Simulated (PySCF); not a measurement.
A PySCF script (with the pyscf-properties extension) for the NMR shieldings of `C=C[C@@H]1C[C@H]2C[C@@H](N)[C@@H]12`, C8H13N, on a GFN2-xTB geometry:

```python
import basis_set_exchange as bse
import numpy as np
from pyscf import gto, dft
from pyscf.prop import nmr

atoms = """
C     2.201878    2.268612    0.644080
C     1.775442    1.333447   -0.185199
C     0.784710    0.282769    0.166777
C     1.166480   -1.157860   -0.249351
C    -0.130853   -1.271034   -1.053204
C    -1.358146   -1.678144   -0.221021
C    -1.752989   -0.193976   -0.069612
N    -1.889277    0.259009    1.297716
C    -0.443972    0.209992   -0.771282
H     2.917804    3.016097    0.346423
H     1.849971    2.323828    1.661140
H     2.144034    1.300103   -1.203445
H     0.487389    0.366210    1.211667
H     1.280329   -1.868904    0.566664
H     2.057575   -1.190185   -0.874706
H    -0.070818   -1.685831   -2.056683
H    -2.088277   -2.291747   -0.744591
H    -1.106106   -2.145197    0.728362
H    -2.624120    0.056736   -0.699302
H    -1.994640    1.267934    1.325017
H    -2.711526   -0.156008    1.722550
H    -0.505298    0.973533   -1.542850
"""
names = dict.fromkeys(["C", "N", "H"], "pcSseg-1")
basis = {el: gto.basis.parse(bse.get_basis(n, elements=[el], fmt="nwchem")) for el, n in names.items()}
mol = gto.M(atom=atoms, basis=basis, charge=0, verbose=0)
mf = dft.RKS(mol, xc="PBE0")
mf.grids.level = 2
mf.grids.alignment = dft.numint.BLKSIZE   # the property module wants whole blocks of grid points
mf.conv_tol = 1e-9
mf.kernel()

calc = nmr.RKS(mf)   # GIAO
C = mf.mo_coeff
Co = C[:, mf.mo_occ > 0]
resp = mf.gen_response(singlet=True, hermi=2)
def vind(x):   # induced exchange potential for any number of trial vectors
    d = np.einsum("pi,xij,qj->xpq", C, 2 * x.reshape(-1, C.shape[1], Co.shape[1]), Co, optimize=True)
    return np.einsum("xpq,pi,qj->xij", resp(d - d.transpose(0, 2, 1)), C, Co, optimize=True).ravel()
mo1, _ = nmr.rhf.solve_mo1(calc, with_cphf=vind)
sigma = calc.kernel(mo1)
for i, s in enumerate(sigma):   # ppm
    print("%2d %-2s %9.2f" % (i, mol.atom_pure_symbol(i), np.trace(s) / 3))
```

Task: What does it print?

Result: 
```
 0 C      68.83
 1 C      33.05
 2 C     151.00
 3 C     149.31
 4 C     162.15
 5 C     149.39
 6 C     138.86
 7 N     218.12
 8 C     142.75
 9 H      26.63
10 H      26.48
11 H      25.43
12 H      27.40
13 H      29.65
14 H      29.57
15 H      29.48
16 H      29.10
17 H      30.05
18 H      27.61
19 H      31.32
20 H      30.88
21 H      29.43
```

These numbers come from an equivalent density-fitted implementation of the same equations, which agrees with the script to about 0.01 ppm for H and up to a few tenths of a ppm for heavy atoms, so last digits may differ.

Size and cost of the density-fitted run: 218 basis functions, 77 s wall time on 1 thread of an Arm Neoverse V1, shared host; peak memory 1.1 GiB.
